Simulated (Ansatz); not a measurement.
Cost and result for the atomization energy of `[CH3][Al][C]#N` radical (7 atoms, 6 bonds).

Total charge 0; spin multiplicity 2. All single points use the PBE0-D4/def2-TZVP geometry. Program: Ansatz. All runs use 2 threads of a server CPU on a shared host. Times are those of one run each, without the atoms' runs, and a repeat can differ threefold. Electronic energies, without spin–orbit coupling; frozen cores. CCSD(T)/CBS adds CCSD(T) − MP2 in def2-TZVPP to the MP2 limit, and its time is that of the two runs behind it. T1 = 0.014; ⟨S²⟩ of the reference is 0.75.

CCSD(T)/CBS is a level of theory with its own doubt, some kJ/mol a heavy atom from the limit and from the frozen cores, so smaller differences don't rank the functionals.

```tsv
level	functions	wall time	atomization (kJ/mol)	difference from CCSD(T)/CBS	per bond
LDA (SPW92)/def2-TZVPP	177	1.4 s	3092.8	390.4	65.1
PBE-D4/def2-TZVPP (with forces)	177	3.1 s	2798.5	96.1	16.0
PBE0-D4/def2-TZVPP	177	3.5 s	2722.5	20.1	3.4
BHLYP-D4/def2-TZVPP	177	3.7 s	2610.4	-92.0	-15.3
CCSD(T)/def2-SVP	75	3.8 s	2563.0	-139.4	-23.2
r2SCANh-D4/def2-TZVPP	177	7 s	2695.0	-7.4	-1.2
PBE-QIDH/def2-TZVPP	177	7 s	2694.1	-8.3	-1.4
r2SCAN-D4/def2-TZVPP (with forces)	177	7 s	2720.8	18.4	3.1
B97M-V/def2-TZVPP	177	11 s	2718.4	16.0	2.7
ωB97M-V/def2-TZVPP (with forces)	177	13 s	2714.6	12.2	2.0
MP2/def2-QZVPP	331	28 s	2751.9	49.5	8.2
CCSD(T)/def2-TZVPP	177	92 s	2627.6	-74.8	-12.5
CCSD(T)/CBS(def2)	–	120 s	2702.4	0.0	0.0
```

From r2SCAN to r2SCAN0 (25 % exact exchange), in def2-TZVPP and without D4, the atomization energy moves by −63.8 kJ/mol: exact exchange takes away binding that semilocal exchange gives to molecules. In def2-TZVPP, CCSD(T) changes the Hartree–Fock value by +706.4 kJ/mol (the triples alone add +54.7 kJ/mol) and MP2 by +786.2 kJ/mol; breaking electron pairs costs correlation energy, which Hartree–Fock lacks. At CCSD(T), def2-SVP lies −139.4 kJ/mol from the extrapolated value and def2-TZVPP −74.8 kJ/mol: correlation converges slowly with the basis, and small sets miss more of it in the bonded molecule than in its fragments.
